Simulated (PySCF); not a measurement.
**A search over the determinants of BI**

Unrestricted PBE0; B cc-pVTZ, I cc-pVTZ-PP with ECP28; scalar-relativistic core potentials (PySCF 2.14). Outer shells of the fragments: B 2s2 2p1; I 4d10 5s2 5p5.

Followed along the bond (rough minima from three points):

```tsv
2Ms+1	unpaired	⟨S²⟩ at the start	R at minimum (Å)	Te (eV)
1	none	0.00	2.14	0.00
3	σ ↑, π ↑	2.01	2.07	1.72
```

Solutions found at the starting distance of 2.125 Å, counted from the lowest of them; the search is not exhaustive and high or unbound solutions are not listed, so other states can lie among these:

```json
{"2Ms+1": "1", "unpaired": "none", "term": "¹Σ⁺", "E (eV)": "0.00", "⟨S²⟩": "0.00", "⟨Lz²⟩": "0.00", "μ (D)": "1.42"}
{"2Ms+1": "3", "unpaired": "σ ↑, π ↑", "term": "³Π", "E (eV)": "1.73", "⟨S²⟩": "2.01", "⟨Lz²⟩": "1.01", "μ (D)": "0.30"}
{"2Ms+1": "1", "unpaired": "σ ↑, π ↓", "term": "mixed", "E (eV)": "2.43", "⟨S²⟩": "1.01", "⟨Lz²⟩": "1.01", "μ (D)": "0.82"}
{"2Ms+1": "3", "unpaired": "π ↑↑", "term": "mixed", "E (eV)": "4.43", "⟨S²⟩": "2.01", "⟨Lz²⟩": "2.01", "μ (D)": "4.39"}
{"2Ms+1": "3", "unpaired": "π ↑↑", "term": "mixed", "E (eV)": "4.69", "⟨S²⟩": "2.01", "⟨Lz²⟩": "2.02", "μ (D)": "4.33"}
{"2Ms+1": "1", "unpaired": "π ↑↓", "term": "mixed", "E (eV)": "4.72", "⟨S²⟩": "1.01", "⟨Lz²⟩": "2.02", "μ (D)": "4.31"}
{"2Ms+1": "3", "unpaired": "σ ↑↑", "term": "³Σ⁺", "E (eV)": "5.22", "⟨S²⟩": "2.01", "⟨Lz²⟩": "0.00", "μ (D)": "-1.33"}
{"2Ms+1": "1", "unpaired": "π ↑↓", "term": "mixed", "E (eV)": "5.86", "⟨S²⟩": "1.01", "⟨Lz²⟩": "2.02", "μ (D)": "0.03"}
{"2Ms+1": "1", "unpaired": "σ ↑, π ↑↓↓", "term": "mixed", "E (eV)": "6.81", "⟨S²⟩": "2.01", "⟨Lz²⟩": "3.02", "μ (D)": "4.18"}
{"2Ms+1": "3", "unpaired": "σ ↑, π ↑", "term": "³Π", "E (eV)": "7.20", "⟨S²⟩": "2.01", "⟨Lz²⟩": "1.02", "μ (D)": "2.32"}
```

A term symbol is given only where ⟨S²⟩ and ⟨Lz²⟩ are close to those of a pure state; real π, δ and φ orbitals otherwise mix terms. A positive dipole means B(−)I(+).

Spin–orbit coupling is left out. Counting both spins, an empty level lies below a filled one in some of these solutions, because spin and occupation are held.
